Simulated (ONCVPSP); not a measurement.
## scandium, ONCV: configuration errors across variants

scandium, optimised norm-conserving Vanderbilt (ONCV), made with ONCVPSP 4.0.1 (LDA (Perdew-Wang 92), scalar-relativistic). Core [Ne], reference 3s2 3p6 3d1 4s1.5 4p0.5. Waves: 3s+4s: rc 1.60 bohr, ncon 4, nbas 7, qcut 9.5 1/bohr, 2 projectors; 3p+4p: rc 2.15 bohr, ncon 4, nbas 8, qcut 7.1 1/bohr, 2 projectors; 3d: rc 1.45 bohr, ncon 4, nbas 8, qcut 6.3 1/bohr, 2 projectors, debl 1.7 Ha. Local part: polynomial inside 0.95 bohr (lpopt 5, dvloc0 0 Ha). Core correction: Teter function, fcfact 5.25, rcfact 1.3.

All-electron excitation energies from the reference (eV): (1) 3s2 3p6 3d1 4s2 4p0 -1.402; (2) 3s2 3p6 3d1 4s1 4p0 5.659; (3) 3s2 3p6 3d1 4s0 4p0 18.614.

1 further variants failed, have other tests or too few solved ones, and are left out.

Errors AE − PS in meV (a dash: test not solved or not reliable):

```tsv
change	(1)	(2)	(3)	bound ghosts	GHOST(+) flags above zero
base	0.0	-0.3	-1.1	none	none
d: qcut 4.6	0.0	-0.3	-1.2	none	none
d: qcut 5.1	0.0	-0.3	-1.2	none	none
d: qcut 5.9	0.0	-0.3	-1.1	none	none
d: qcut 6.5	0.0	-0.3	-1.1	none	none
d: qcut 7.4	0.0	-0.3	-1.0	none	none
d: qcut 8.6	0.0	-0.3	-0.9	none	none
d: qcut 9.4	0.0	-0.3	-0.9	none	none
```

Q: Give the same row for: d: qcut 8.2.

A: 0.0, -0.3, -0.9; bound ghosts: none; GHOST(+) flags above zero: none.
